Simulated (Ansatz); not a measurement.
A saddle search, step by step

AlSiH4ClF2, singlet, PBE-D4/def2-SVPD (Ansatz 0.2.0). Settings; a guess of the unstable mode was typed too, and convergence needs a confirmed negative curvature besides the force tolerance:

```yaml
hamiltonian: {xc: pbe, dispersion: d4}
saddle:
  f_tol: 0.02
  max_steps: 40
```

Start:

```
9
angstrom
Al -0.3804 -1.3402 0.0693
Cl -1.2106 -0.2913 -1.8112
F 0.6564 -2.5181 -0.3485
F -1.6866 -1.8120 0.9985
H -0.3760 0.8646 -1.1005
Si 0.6658 0.7751 0.6814
H 0.0914 1.5880 -0.6284
H 2.0516 1.1901 0.5874
H -0.1180 1.6254 1.6570
```

| step | energy less the last (meV) | largest force component (eV/Å) |
| --- | --- | --- |
| 1 | 156.2 | 1.562 |
| 2 | 57.3 | 0.755 |
| 3 | 11.7 | 0.285 |
| 4 | 4.5 | 0.119 |
| 5 | 3.0 | 0.105 |
| 6 | 1.6 | 0.081 |
| 7 | 1.5 | 0.069 |
| 8 | 1.1 | 0.063 |
| 9 | 0.8 | 0.039 |
| 10 | 0.6 | 0.010 |
| 11 | 0.4 | 0.014 |
| 12 | 0.3 | 0.008 |
| 13 | 0.1 | 0.007 |
| 14 | 0.0 | 0.008 |
| 15 | 0.0 | 0.001 |

Step 3, positions (Å) and forces (eV/Å):

```csv
atom,x,y,z,Fx,Fy,Fz
Al1,-0.393,-1.386,0.062,-0.166,0.023,0.121
Cl2,-1.229,-0.303,-1.811,-0.009,0.013,-0.112
F3,0.691,-2.590,-0.388,0.215,-0.201,-0.144
F4,-1.716,-1.827,1.021,-0.050,0.017,0.042
H5,-0.366,0.876,-1.088,-0.039,0.087,-0.035
Si6,0.611,0.774,0.693,-0.024,0.285,0.056
H7,0.155,1.637,-0.637,-0.086,-0.170,-0.010
H8,2.037,1.225,0.583,0.123,-0.067,0.060
H9,-0.097,1.675,1.669,0.037,0.013,0.021
```

Step 4, positions (Å) and forces (eV/Å):

| atom | x | y | z | Fx | Fy | Fz |
| --- | --- | --- | --- | --- | --- | --- |
| Al1 | -0.396 | -1.397 | 0.060 | -0.042 | -0.095 | 0.024 |
| Cl2 | -1.227 | -0.303 | -1.813 | -0.008 | -0.065 | -0.070 |
| F3 | 0.703 | -2.603 | -0.402 | -0.034 | 0.065 | -0.019 |
| F4 | -1.718 | -1.828 | 1.032 | 0.050 | 0.016 | -0.028 |
| H5 | -0.358 | 0.898 | -1.080 | -0.096 | -0.043 | -0.066 |
| Si6 | 0.603 | 0.778 | 0.700 | 0.106 | 0.119 | 0.070 |
| H7 | 0.142 | 1.625 | -0.639 | 0.019 | 0.042 | 0.011 |
| H8 | 2.042 | 1.212 | 0.586 | -0.020 | -0.061 | 0.048 |
| H9 | -0.098 | 1.699 | 1.661 | 0.025 | 0.022 | 0.029 |

Step 10, positions (Å) and forces (eV/Å):

| atom | x | y | z | Fx | Fy | Fz |
| --- | --- | --- | --- | --- | --- | --- |
| Al1 | -0.430 | -1.400 | 0.043 | -0.003 | -0.008 | 0.007 |
| Cl2 | -1.232 | -0.350 | -1.830 | -0.009 | 0.002 | -0.008 |
| F3 | 0.722 | -2.554 | -0.415 | 0.009 | -0.005 | 0.003 |
| F4 | -1.715 | -1.864 | 1.044 | -0.002 | 0.002 | -0.007 |
| H5 | -0.344 | 0.922 | -1.058 | 0.002 | 0.000 | -0.001 |
| Si6 | 0.585 | 0.773 | 0.725 | 0.000 | 0.010 | -0.001 |
| H7 | 0.142 | 1.637 | -0.649 | -0.003 | 0.001 | 0.007 |
| H8 | 2.035 | 1.158 | 0.592 | 0.001 | -0.003 | -0.002 |
| H9 | -0.070 | 1.760 | 1.654 | 0.004 | 0.000 | 0.002 |

Last step (15):

```
atom    x (Å)    y (Å)    z (Å)
 Al1  -0.4276  -1.4011   0.0410
 Cl2  -1.1902  -0.3648  -1.8568
  F3   0.7328  -2.5638  -0.3727
  F4  -1.7411  -1.8492   1.0121
  H5  -0.3600   0.9276  -1.0489
 Si6   0.5859   0.7732   0.7242
  H7   0.0916   1.6535  -0.6212
  H8   2.0312   1.1533   0.5390
  H9  -0.0289   1.7531   1.6883
```

Hardware: 4 CPU threads of an Intel Xeon 6975P-C, shared host. Wall time about 66 s.
